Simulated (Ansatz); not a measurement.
Basis-set extrapolation for H₄S₃Si, SMILES `S[SiH](S)S` (PBE0-D4/def2-TZVP geometry, frozen core, the Gaussian-basis code of Ansatz). Multiplicity 1, RHF reference.

```csv
,def2-TZVPP,def2-QZVPP
HF,-1483.998084,-1484.040826
MP2 correlation,-0.655945,-0.714181
CCSD(T) correlation,-0.751545,not run
```

Energies in hartree. Use E(X) = E(∞) + A·exp(−7.88·√X) for Hartree–Fock and E(X) = E(∞) + B·X^(−2.97) for correlation, with X = 3 and 4, and add CCSD(T) minus MP2 of the smaller set to the MP2 limit.

Problem. What is the CCSD(T) energy at the basis-set limit?

Solution. HF limit: -1484.040826 + (-0.042742) × 0.13774 = -1484.04671. MP2 limit: -0.714181 + (-0.058236) × 0.74074 = -0.75732. Higher-order term: -0.751545 − (-0.655945) = -0.09560. Total: -1484.89963 hartree, 393.8 kJ/mol below CCSD(T)/def2-TZVPP.
